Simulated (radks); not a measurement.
Results of a calculation; reference values are marked as such.
Neutral iridium inside a hard spherical wall (all orbitals vanish at R), configuration held at [Xe] 4f14 5d7 6s2 and not refilled when levels cross. Code: a radial shooting solver on a logarithmic mesh with Libxc functionals. Model: scalar-relativistic Kohn-Sham, LDA (Slater exchange, Perdew-Wang correlation), spin-unpolarised, spherical densities, finite nucleus; Fermi nuclear charge, rms radius 5.4032 fm. Eigenvalues in eV, with the zero of energy where the potential of the charges vanishes at infinity; a dash marks a level that is unbound or too diffuse for the functional's potential to be trusted. A positive occupied level is held by the wall or, in an anion where self-interaction has pushed it up, behind a barrier. The pressure on the wall is -dE/dV.

| R (bohr) | E (hartree) | kinetic (hartree) | e(4f) | e(5p) | e(5d) | e(6s) | e(6p, empty) | e(7s, empty) | pressure (GPa) |
|---|---|---|---|---|---|---|---|---|---|
| free | -17814.0624 | 19790.939 | -62.549 | -54.930 | -7.359 | -6.580 | -1.348 | -0.014 | 0 |
| 10 | -17814.0623 | 19790.941 | -62.539 | -54.920 | -7.350 | -6.572 | -1.252 | 1.613 | 0.00377 |
| 8 | -17814.0606 | 19790.958 | -62.448 | -54.831 | -7.266 | -6.490 | -0.935 | 3.754 | 0.0897 |
| 7 | -17814.0554 | 19791.002 | -62.250 | -54.637 | -7.088 | -6.306 | -0.457 | 6.170 | 0.451 |
| 6 | -17814.0353 | 19791.144 | -61.699 | -54.105 | -6.602 | -5.773 | 0.646 | 10.800 | 2.39 |
| 5 | -17813.9553 | 19791.612 | -60.186 | -52.680 | -5.307 | -4.212 | 3.363 | 20.476 | 14.0 |
| 4 | -17813.6080 | 19793.300 | -55.962 | -48.857 | -1.737 | 0.713 | 10.907 | 43.397 | 99.8 |
| 3 | -17811.8002 | 19800.784 | -43.450 | -38.267 | 9.369 | 19.373 | 36.737 | 109.26 | 1020 |
| 1.5 | -17752.6164 | 20002.886 | 78.412 | 85.965 | 164.63 | 357.13 | 421.93 | 859.33 | 186000 |
